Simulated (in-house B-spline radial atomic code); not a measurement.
Values are calculated unless marked as measured or tabulated.
# C6 from the polarisability at imaginary frequency: B3+

PBE0 linear response of the closed shell 1s2, from a B-spline radial code for spherical atoms; non-relativistic, point nucleus, no spin-orbit coupling.

The dispersion coefficient of two like species is C6 = (3/π) ∫ α(iu)² du from 0 to ∞.

```
u (hartree)  α(iu) (bohr³)
          0        0.02023
       0.24        0.02022
       0.56        0.02014
       0.96        0.01997
        1.6        0.01952
        2.4        0.01871
        3.6        0.01712
        5.6        0.01416
          8        0.01095
         12       0.007189
         20       0.003547
         40       0.001098
```

**Question.** Fit one oscillator, α(iu) = α(0)/(1 + u²/ω²), through u = 2.4 and estimate C6.

**Answer.** From α(0)/α(iu) − 1 = 0.02023/0.01871 − 1 = 0.0812, ω = u/√0.0812 = 8.4203 hartree (229.1 eV). London's formula gives C6 = (3/4) α(0)² ω = 0.75 × 0.02023² × 8.4203 = 0.002585 hartree·bohr⁶, and the oscillator holds f = α(0) ω² = 1.43 electrons, of a sum of oscillator strengths of 2.0.

**Question.** How does that compare with the full integral?

**Answer.** The program's quadrature over all excitations gives C6 = 0.002703, so the single oscillator is off by -4.4 %. At the last point the fit gives α = 0.000858 against 0.0011: higher excitations, and deeper shells where there are any, keep the true curve higher at large u.
